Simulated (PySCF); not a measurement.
C4H9NOSi.
Numbering: `[O:1]=[CH:2][C@@H:3]1[CH2:4][NH:5][SiH2:6][CH2:7]1` (hydrogens: H8 on C2; H9 on C3; H10, H11 on C4; H12 on N5; H13, H14 on Si6; H15, H16 on C7)

The same species was optimised twice, with GFN2-xTB and with PBE0-D3(BJ)/def2-SVP (PySCF), and the same property calculations (PySCF, gas phase) were run on both structures.

```tsv
coordinate	GFN2-xTB	PBE0-D3(BJ)/def2-SVP	change
N5–Si6 (Å)	1.713	1.734	+0.021
Si6–C7 (Å)	1.906	1.893	-0.013
C2–C3 (Å)	1.497	1.504	+0.007
C3–C7 (Å)	1.538	1.544	+0.006
O1=C2 (Å)	1.200	1.202	+0.002
C3–C4 (Å)	1.527	1.529	+0.002
C4–N5 (Å)	1.450	1.451	+0.001
C2–C3–C7 (°)	108.8	111.6	+2.8
C4–C3–C7 (°)	107.9	109.1	+1.2
C3–C7–Si6 (°)	103.3	102.1	-1.2
O1–C2–C3 (°)	126.2	125.0	-1.2
N5–Si6–C7 (°)	92.3	93.3	+1.0
C4–N5–Si6 (°)	114.8	114.1	-0.7
C3–C4–N5 (°)	106.2	106.5	+0.3
C2–C3–C4 (°)	113.6	113.6	0.0
O1–C2–C3–C4 (°)	7	-1	-8
```

Rotational constants: A = 5032, B = 1424, C = 1206 MHz (GFN2-xTB) against A = 5084, B = 1405, C = 1174 MHz (PBE0-D3(BJ)/def2-SVP). Point groups within 0.08 Å: C1 and C1. Atoms that the bonding makes alike are paired by their places after alignment.

On the GFN2-xTB structure: HOMO (eV) -6.68 [PBE0/pcSseg-1]; LUMO (eV) -0.66 [PBE0/pcSseg-1]; dipole (D) 2.12 [PBE0/pcSseg-1]; GIAO shielding of O1 (ppm) -331.0 [PBE0/pcSseg-1]; GIAO shielding of C2 (ppm) -19.3 [PBE0/pcSseg-1]; GIAO shielding of C3 (ppm) 132.9 [PBE0/pcSseg-1]; GIAO shielding of C4 (ppm) 138.6 [PBE0/pcSseg-1]; GIAO shielding of N5 (ppm) 248.8 [PBE0/pcSseg-1]; GIAO shielding of Si6 (ppm) 375.0 [PBE0/pcSseg-1]; GIAO shielding of C7 (ppm) 175.2 [PBE0/pcSseg-1].

What do these properties become on the PBE0-D3(BJ)/def2-SVP structure?

| property | level | on GFN2-xTB | on PBE0-D3(BJ)/def2-SVP | change |
| --- | --- | --- | --- | --- |
| HOMO (eV) | PBE0/pcSseg-1 | -6.68 | -6.70 | -0.02 |
| LUMO (eV) | PBE0/pcSseg-1 | -0.66 | -0.73 | -0.07 |
| dipole (D) | PBE0/pcSseg-1 | 2.12 | 1.94 | -0.18 |
| energy, GFN2-xTB geometry as zero (kcal/mol) | PBE0/pcSseg-1 | 0.0 | -1.5 | -1.5 |
| GIAO shielding of O1 (ppm) | PBE0/pcSseg-1 | -331.0 | -344.9 | -13.9 |
| GIAO shielding of C2 (ppm) | PBE0/pcSseg-1 | -19.3 | -20.4 | -1.1 |
| GIAO shielding of C3 (ppm) | PBE0/pcSseg-1 | 132.9 | 130.5 | -2.4 |
| GIAO shielding of C4 (ppm) | PBE0/pcSseg-1 | 138.6 | 138.2 | -0.4 |
| GIAO shielding of N5 (ppm) | PBE0/pcSseg-1 | 248.8 | 247.3 | -1.5 |
| GIAO shielding of Si6 (ppm) | PBE0/pcSseg-1 | 375.0 | 372.5 | -2.5 |
| GIAO shielding of C7 (ppm) | PBE0/pcSseg-1 | 175.2 | 175.3 | +0.1 |

The heavy atoms differ by 0.083 Å rms after alignment. Among bonds between heavy atoms N5–Si6 changes most (+0.021 Å). Changes are differences of the printed values. Neither structure is proved a minimum here.
